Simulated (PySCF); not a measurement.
C4H4N, SMILES [N]1C=CC=C1, multiplicity 2. Atoms are numbered in the order given.

```xyz
9

C      0.0000    -0.6829     0.9857
C      0.0000    -1.0652    -0.4279
N      0.0000     0.0000    -1.2463
C      0.0000     1.0652    -0.4279
C      0.0000     0.6829     0.9857
H      0.0000    -1.3600     1.8387
H      0.0000    -2.0847    -0.8235
H      0.0000     2.0847    -0.8235
H      0.0000     1.3600     1.8387
```
Charge 0, spin multiplicity 2.

The structure is a stationary point at B3LYP-D3(BJ)/def2-SVP. The isomer is the one that the SMILES or the coordinates give; other isomers of the formula were not compared.

Calculation: ωB97X/def2-TZVP in PySCF.

ESP charges are fitted to the potential on shells at 1.4 to 2.0 van der Waals radii. Atomic charges (e):

| atom | meta-Löwdin | ESP fit | Löwdin | Mulliken spin |
|---|---|---|---|---|
| C1 | -0.16 | -0.31 | -0.16 | 0.09 |
| C2 | 0.06 | 0.37 | [?] | 0.51 |
| N3 | -0.32 | -0.63 | [?] | -0.16 |
| C4 | 0.06 | 0.37 | [?] | 0.51 |
| C5 | -0.16 | -0.31 | -0.16 | 0.09 |
| H6 | 0.13 | 0.19 | 0.14 | 0.00 |
| H7 | 0.13 | 0.07 | [?] | -0.01 |
| H8 | 0.13 | 0.07 | [?] | -0.01 |
| H9 | 0.13 | 0.19 | 0.14 | 0.00 |

**Question.** What belongs in the gaps? (An estimate is asked for; the answer gives what the named calculation found.)

**Answer.** 
- C2, Löwdin: -0.14
- N3, Löwdin: 0.06
- C4, Löwdin: -0.14
- H7, Löwdin: 0.13
- H8, Löwdin: 0.13

**Question.** Give the Mayer and Wiberg (Löwdin basis) orders of the bonds. (Estimate from the structure and the level; the computed values follow.)

**Answer.** 
```csv
bond,Mayer,Wiberg
C1–C2,1.15,1.34
C2–N3,1.47,1.78
N3–C4,1.47,1.78
C1–C5,1.73,1.83
C4–C5,1.15,1.34
C1–H6,0.95,0.86
C2–H7,0.96,0.88
C4–H8,0.96,0.88
C5–H9,0.95,0.86
```
